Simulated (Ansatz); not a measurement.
This geometry of CH$_{5}$BOS (9 atoms, charge 0, multiplicity 1) is a first-order saddle point.

Level of theory: Ansatz, RKS PBE-D4/def2-SVP.

```xyz
9
Properties=species:S:1:pos:R:3
C 0.574 0.924 -0.605
B 0.051 -0.365 0.117
O 0.193 -1.582 -0.471
S -0.750 -0.294 1.838
H -0.260 1.644 -0.754
H 1.301 1.456 0.046
H 1.047 0.714 -1.584
H -0.157 -2.284 0.113
H -1.999 -0.213 1.300
```

Q: Which two structures does it join? (They come from a converged band through this point; their orientation in space is the band's.)

A: No bond is made or broken. The dihedral O3–B2–S4–H9 goes from -180 to 0°.

Initial state:

```xyz
9
Properties=species:S:1:pos:R:3
C 0.226 0.860 -0.673
B 0.093 -0.481 0.144
O 0.889 -1.541 -0.199
S -1.093 -0.686 1.539
H -0.728 1.110 -1.185
H 0.459 1.720 -0.010
H 1.020 0.787 -1.441
H 0.750 -2.336 0.347
H -1.616 0.567 1.476
```

Final state:

```xyz
9
Properties=species:S:1:pos:R:3
C 0.241 0.989 -0.853
B -0.039 -0.216 0.124
O -0.120 -1.475 -0.408
S -0.243 0.157 1.909
H -0.587 1.068 -1.590
H 0.348 1.969 -0.350
H 1.163 0.793 -1.440
H -0.296 -2.175 0.245
H -0.468 -1.110 2.363
```

Q: How far does it lie above each of them?

A: 7.6 kcal/mol above the first and 7.2 kcal/mol above the second. This is the barrier of this one path; another mechanism may lie lower.

The run took 3.8 min on 1 thread of Arm Neoverse V1 (shared host), peak memory 0.11 GiB.
